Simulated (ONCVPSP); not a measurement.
**Logarithmic derivatives: F (Z = 9), ONCV**

fluorine (F), optimised norm-conserving Vanderbilt (ONCV), made with ONCVPSP 4.0.1 (LDA (Perdew-Zunger), non-relativistic). Core [He], reference 2s2 2p2 (charge +3). Waves: 2s: rc 0.60 bohr, ncon 5, nbas 9, qcut 9.5 1/bohr, local; 2p: rc 1.40 bohr, ncon 3, nbas 8, qcut 11.7 1/bohr, 1 projector. Local part: the s channel. Core correction: Teter function, fcfact 5.75, rcfact 1.4.

The phase is arctan(r·R′/R) of the radial function R(r), unwrapped; energies in Ha, scanned from -5 to 5 Ha. A pole is an energy at which the radial function vanishes at the test radius. The pseudo phase is shifted by a multiple of π to meet the all-electron one at the reference energy, and phase errors are pseudo minus all-electron; the curves can meet again beyond the range given. Levels narrower than the energy grid can be missing from the lists of poles.

```tsv
channel	radius (bohr)	reference energy (Ha)	poles, all-electron	poles, pseudo	unbroken range about the reference energy with phases within 0.05 rad	phase error 1 Ha above the reference energy (rad)
s	0.61	-3.33	none	none	the whole range	-0.001
p	1.42	-2.68	-2.16	-2.16	below -0.4	+0.006
```

Phases in the p channel:

| E (Ha) | all-electron | pseudo |
| --- | --- | --- |
| -4.96 | 1.118 | 1.120 |
| -4.72 | 1.078 | 1.081 |
| -4.48 | 1.026 | 1.029 |
| -4.24 | 0.955 | 0.958 |
| -4.00 | 0.850 | 0.855 |
| -3.76 | 0.685 | 0.692 |
| -3.52 | 0.400 | 0.409 |
| -3.28 | -0.091 | -0.082 |
| -3.04 | -0.685 | -0.682 |
| -2.80 | -1.106 | -1.106 |
| -2.56 | -1.349 | -1.349 |
| -2.32 | -1.499 | -1.498 |
| -2.08 | -1.603 | -1.601 |
| -1.84 | -1.685 | -1.680 |
| -1.60 | -1.755 | -1.748 |
| -1.36 | -1.821 | -1.810 |
| -1.12 | -1.889 | -1.873 |
| -0.88 | -1.964 | -1.940 |
| -0.64 | -2.050 | -2.015 |
| -0.40 | -2.157 | -2.105 |
| -0.16 | -2.295 | -2.216 |
| 0.08 | -2.480 | -2.359 |
| 0.32 | -2.729 | -2.548 |
| 0.56 | -3.040 | -2.792 |
| 0.80 | -3.374 | -3.085 |
| 1.04 | -3.670 | -3.390 |
| 1.28 | -3.898 | -3.659 |
| 1.52 | -4.064 | -3.871 |
| 1.76 | -4.187 | -4.030 |
| 2.00 | -4.278 | -4.150 |
| 2.24 | -4.349 | -4.240 |
| 2.48 | -4.404 | -4.311 |
| 2.72 | -4.450 | -4.368 |
| 2.96 | -4.488 | -4.414 |
| 3.20 | -4.520 | -4.452 |
| 3.44 | -4.548 | -4.484 |
| 3.68 | -4.572 | -4.512 |
| 3.92 | -4.593 | -4.537 |
| 4.16 | -4.613 | -4.558 |
| 4.40 | -4.631 | -4.577 |
| 4.64 | -4.647 | -4.594 |
| 4.88 | -4.662 | -4.610 |
